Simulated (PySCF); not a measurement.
## C₆ coefficients of unlike pairs at UHF

Calculated with PySCF 2.14 from the dipole response of each species, C₆(A,B) = (3/π) ∫ α_A(iu) α_B(iu) du, in atomic units, from isotropic polarisabilities. For ions this is the dispersion term alone; charge-induced terms of lower order in 1/R come first.

```tsv
species	configuration	basis	relativity	α (bohr³)	C₆ (like pair)
C²⁺	[He] 2s2 (1S)	aug-cc-pVQZ-DK (6s5p4d3f2g)	spin-free X2C	4.499	7.091
Pd²⁺	[Kr] 4d8 (3F)	aug-cc-pVTZ-PP with one added diffuse shell each of s, p, d, f, g type with ECP28MDF (7s7p6d4f3g)	core potential	6.068	31.33
Be	[He] 2s2 (1S)	aug-cc-pCVTZ-DK with one added diffuse shell each of s, p, d, f type (8s7p5d3f)	spin-free X2C	45.46	281.8
W	[Xe] 4f14 5d4 6s2 (5D)	x2c-TZVPPall with one added diffuse shell each of s, p, d, f type (12s8p8d4f1g)	spin-free X2C	100.4	1238
```

Task: Estimate C₆ for W with Pd²⁺.

Result: The integral gives 149.2. The combination rule 2 C_A C_B / (C_A α_B/α_A + C_B α_A/α_B) gives 130.8 and the geometric mean 197.0.

No spin-orbit coupling is included.

The other pairs:

| pair | C₆ |
| --- | --- |
| W, Be | 586.7 |
| W, C²⁺ | 86.99 |
| Pd²⁺, C²⁺ | 13.58 |
| Be, Pd²⁺ | 64.87 |
| Be, C²⁺ | 40.16 |
